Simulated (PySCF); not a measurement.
## ECD: `CS[C@H]1C[C@]1(S)C#N`, C$_{5}$H$_{7}$NS$_{2}$

Cartesian coordinates in Å; atom numbers follow the order of the lines, from 1:
```xyz
15

C    -2.339   -0.478    0.251
S    -1.413    0.634   -0.848
C     0.181   -0.175   -0.750
C     1.420    0.580   -1.106
C     1.175    0.207    0.337
S     0.788    1.504    1.547
C     1.928   -0.851    0.913
N     2.515   -1.716    1.379
H    -3.346   -0.081    0.320
H    -2.358   -1.475   -0.180
H    -1.872   -0.490    1.231
H     0.124   -1.226   -1.007
H     1.314    1.626   -1.354
H     2.201    0.069   -1.651
H    -0.323    1.881    0.897
```

Computed, not measured: TDDFT B3LYP/def2-SVPD circular dichroism and optical rotation, one conformer, gas phase in PySCF. Geometry: GFN2-xTB.

The molecule is flexible and this is one conformer; a measurement averages over conformers. States above about 6.8 eV (minus the energy of the highest occupied orbital) lie near or above the ionisation threshold and depend on the basis.

**Question.** Assign R or S to each stereocentre.

**Answer.** C3 S, C5 S.

**Question.** List the lowest 12 singlet excitations with oscillator and rotatory strengths.

**Answer.** Rotatory strengths R in 10⁻⁴⁰ esu² cm², velocity form and length form (origin at the centre of mass); f in length form.
```csv
state,E (eV),λ (nm),f,R (velocity),R (length),main
1,4.90,253,0.002,+7.7,+6.6,HOMO→LUMO 0.95
2,5.28,235,0.002,+9.5,+10.1,"HOMO−1→LUMO 0.78, HOMO→LUMO+1 0.17"
3,5.71,217,0.013,+8.8,+8.9,"HOMO→LUMO+1 0.67, HOMO−1→LUMO 0.19"
4,5.87,211,0.012,-27.7,-27.7,"HOMO→LUMO+2 0.52, HOMO−1→LUMO+1 0.18"
5,6.10,203,0.001,-21.4,-21.8,"HOMO→LUMO+3 0.64, HOMO−1→LUMO+1 0.27"
6,6.14,202,0.055,-18.4,-18.9,"HOMO→LUMO+4 0.55, HOMO→LUMO+2 0.29"
7,6.24,199,0.030,-18.9,-18.0,"HOMO−1→LUMO+1 0.36, HOMO→LUMO+3 0.28"
8,6.39,194,0.046,+30.6,+28.7,"HOMO−1→LUMO+2 0.75, HOMO→LUMO+5 0.09"
9,6.59,188,0.007,+3.3,+3.1,"HOMO−1→LUMO+3 0.76, HOMO→LUMO+5 0.11"
10,6.64,187,0.030,-18.1,-16.8,"HOMO→LUMO+5 0.42, HOMO−1→LUMO+4 0.21"
11,6.69,185,0.024,+0.3,+0.2,"HOMO−1→LUMO+4 0.66, HOMO→LUMO+5 0.25"
12,6.85,181,0.017,-3.4,-3.3,"HOMO−2→LUMO 0.42, HOMO→LUMO+7 0.23"
```

Among the states computed, the strongest CD band (largest |R|) is state 8. The largest dissymmetry factor in size, g = 4R/(D+G), with D and G the electric and magnetic dipole strengths, is -0.12 for state 5 (velocity form, f = 0.002), among bands with |R| over 0.5. The mirror image has the same energies and oscillator strengths and all R with the opposite sign.
